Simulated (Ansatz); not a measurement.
Program: Ansatz. Geometries: PBE0-D4/def2-TZVP. ΔE: electronic, gas phase. CCSD(T)/CBS adds triple-zeta CCSD(T) − MP2 to the extrapolated MP2 energy (def2 sets, frozen cores). This one scheme is used for every species. Functionals use def2-TZVPP. B3LYP here is the variant with VWN-RPA as its local correlation; programs differ in this. Each species was taken in one conformer, which may not be the lowest.

`C[SiH](O)O` + `N[SiH](O)F` → `C[Si@H](O)N[Si@@H](O)F` + H₂O  (ligand exchange at the Si–O bond)

`C[SiH](O)O`:

Cartesian coordinates in Å:
```
C 0.821 0.711 -0.813
Si -0.109 -0.120 0.557
O -1.668 0.386 0.391
O 0.019 -1.761 0.510
H 0.401 0.446 -1.788
H 0.764 1.797 -0.712
H 1.873 0.419 -0.801
H 0.414 0.220 1.903
H -2.293 0.104 1.059
H -0.222 -2.202 -0.306
```

`N[SiH](O)F`:

Z-matrix (Å, degrees):
```
Si
O 1 1.629
F 1 1.596 2 112.6
N 1 1.699 2 110.7 3 116.3
H 1 1.474 2 104.5 3 -115.6
H 2 0.959 1 117.0 3 -71.5
H 4 1.007 1 120.5 2 -153.1
H 4 1.006 1 121.6 2 56.5
```

`C[Si@H](O)N[Si@@H](O)F`:

Cartesian coordinates in Å:
```
C 0.031 -1.664 -1.925
Si -0.519 -0.601 -0.512
O -1.546 0.530 -1.120
N 0.877 0.129 0.233
Si 0.834 1.145 1.584
O -0.708 1.707 1.641
F 1.102 0.405 2.975
H -0.833 -2.111 -2.422
H 0.574 -1.074 -2.668
H 0.680 -2.473 -1.580
H -1.218 -1.382 0.541
H -1.802 1.208 -0.488
H 1.747 0.070 -0.275
H 1.855 2.209 1.512
H -1.075 1.903 2.504
```

H₂O:

Cartesian coordinates in Å:
```
O 0.280 -0.267 -0.045
H -0.241 -0.093 0.742
H -0.039 0.360 -0.698
```

```json
{"level": "r2SCAN-D4", "ΔE (eV)": "0.36"}
{"level": "PBE0-D4", "ΔE (eV)": "0.31"}
{"level": "B3LYP-D4", "ΔE (eV)": "0.33"}
{"level": "ωB97X-V", "ΔE (eV)": "0.35"}
{"level": "PBE0", "ΔE (eV)": "0.38"}
{"level": "HF/def2-TZVPP", "ΔE (eV)": "0.49"}
{"level": "MP2/def2-QZVPP", "ΔE (eV)": "0.31"}
{"level": "HF/CBS(def2)", "ΔE (eV)": "0.49"}
```

Task: What does CCSD(T)/CBS give? (An estimate is asked.)

Result: Computed: +0.31 eV. The listed levels differ from it by 0.05, 0.00, 0.02, 0.04, 0.07, 0.18, 0.00, 0.18 eV.

Largest T1 diagnostic among the species: 0.011.

The D4 term adds −0.13 eV with B3LYP and −0.08 eV with PBE0; it sums over pairs of atoms, weighted by their polarisabilities, and B3LYP, whose exchange is more repulsive, gets the larger term. In def2-TZVPP, CCSD(T) changes the Hartree–Fock value by −0.17 eV (the triples alone add −0.03 eV) and MP2 by −0.18 eV.
